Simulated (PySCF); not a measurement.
Ge(H)(OH)3, H4GeO3, SMILES [OH][GeH]([OH])[OH], singlet at its PBE0/def2-SVP optimised geometry (Å):

```
8

Ge    -0.7831    -0.7687     0.0000
O     -1.3239     0.9152     0.0000
O     -1.3245    -1.5131    -1.5103
O      0.9857    -0.7687     0.0000
H     -1.3322    -1.5202     1.2077
H     -0.5747     1.5202    -0.0519
H     -1.7658    -0.8691    -2.0764
H      1.3322    -1.1229    -0.8273
```

Calculation: PBE0/def2-TZVP (PySCF 2.14.0). Cells within 0.4 Å of a nucleus heavier than hydrogen are left out (blank, or x).

Map of the HOMO amplitude (bohr^(-3/2)) on the plane z = 0.0 Å; orbital energy -8.85 eV, overall sign arbitrary:

```
|555555555555555555555555555|
|555555555555555555555555555|
|555555555555555555555555555|
|555555555555555555555555555|
|555555555555555555555555555|
|555555555555555555555555555|
|555555555555555555555555555|
|555555555555555555555555555|
|555555566655555555555555555|
|55555566xx44455555555555555|
|55555566xx34455555555555555|
|55555555xx34455555555555555|
|555555554434455666655555555|
|555555555444555677665555555|
|555555555555555799765555555|
|5555555555xx5445xx765555555|
|5555555555xx5430xx555555555|
|555555555555543102455555555|
|555555555555543323445555555|
|555555555555544434445555555|
|555555555555554444455555555|
|555555555555555444555555555|
|555555555555555555555555555|
|555555555555555555555555555|
|555555555555555555555555555|
|555555555555555555555555555|
|555555555555555555555555555|
```
Scale: ten equal steps from -0.228 (start of '0') to 0.204 (end of '9'), in the order '0123456789'; x runs from -4.00 to 4.00, y from -4.00 (bottom) to 4.00 (top).
